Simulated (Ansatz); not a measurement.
One change: `CC(=N)N` becomes `N=C(N)BO`.

Ansatz, PBE0-D4/def2-TZVP geometries, multiplicity 1. Each molecule was computed in one conformer, which needn't be the lowest.

```csv
property,`CC(=N)N`
HOMO energy (ωB97M-V/def2-TZVPP) / eV,-9.28
LUMO energy (PBE0/def2-TZVPP) / eV,0.71
HOMO–LUMO gap (B3LYP/def2-TZVPP) / eV,7.11
LUMO energy (B3LYP/def2-TZVPP) / eV,0.35
HOMO–LUMO gap (ωB97M-V/def2-TZVPP) / eV,11.39
size of the dipole moment (B3LYP/def2-TZVPP) / D,3.35
```

(1) Give the same properties after the change, and the shifts. (Best estimate.)

## Answers

(1) The calculation gave: 
```tsv
property	`N=C(N)BO`	shift
HOMO energy (ωB97M-V/def2-TZVPP) / eV	-9.14	0.14
LUMO energy (PBE0/def2-TZVPP) / eV	-0.98	-1.69
HOMO–LUMO gap (B3LYP/def2-TZVPP) / eV	5.45	-1.66
LUMO energy (B3LYP/def2-TZVPP) / eV	-1.21	-1.56
HOMO–LUMO gap (ωB97M-V/def2-TZVPP) / eV	10.25	-1.14
size of the dipole moment (B3LYP/def2-TZVPP) / D	3.17	-0.18
```

With PBE0 the HOMO rises by 0.10 eV and the LUMO falls by 1.69 eV, so the gap narrows by about 1.79 eV. PBE moves the HOMO by 0.04 eV and ωB97M-V by 0.14 eV. Dipoles are sizes alone; their direction can turn.

B3LYP here is the variant with VWN-RPA as its local correlation; programs differ in this.
